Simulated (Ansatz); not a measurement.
Species, as SMILES: C(=[N])=O, doublet.
Atoms: N1, C2, O3. Bonds: N1-C2, C2-O3.

Basis-set convergence of the lowest harmonic wavenumber at B3LYP with Ansatz (a program for electronic structure). Each level at its own minimum, finite differences of forces, unscaled; the reference is a large set that could be run, not a limit. Cartesian d functions, on some or all atoms, in 6-31G**; all else is spherical. The program fits the integrals of some runs and decomposes those of others, by size. Open shells are unrestricted. No added dispersion term, no relativity. Reference: the value in def2-QZVPP, 510 cm⁻¹. Deviations are taken from unrounded values.

```tsv
basis	functions	lowest harmonic wavenumber (cm⁻¹)	minus reference (cm⁻¹)
STO-3G	15	386	-124
pcseg-0	27	429	-81
pcseg-1	42	493	-17
6-31G**	45	481	-30
aug-cc-pVDZ	69	496	-14
aug-pcseg-1	69	497	-13
cc-pVTZ	90	510	-1
pcseg-2	90	510	0
def2-TZVPPD	114	514	3
jun-cc-pV(T+d)Z	117	510	0
aug-cc-pVTZ	138	511	1
aug-pcseg-2	138	511	1
def2-QZVPP	171	510	0
```

The smallest set listed that lies within 50 cm⁻¹ of the reference with all its larger relatives (same family, alike in diffuse functions; a set with none counts only in the reference's own line) is pcseg-1 (42 functions, -17 cm⁻¹ off). Inside, with no larger relative to test it: def2-TZVPPD. (Relatives not listed, tested too: 6-311G** -6, cc-pVQZ 0 cm⁻¹.)
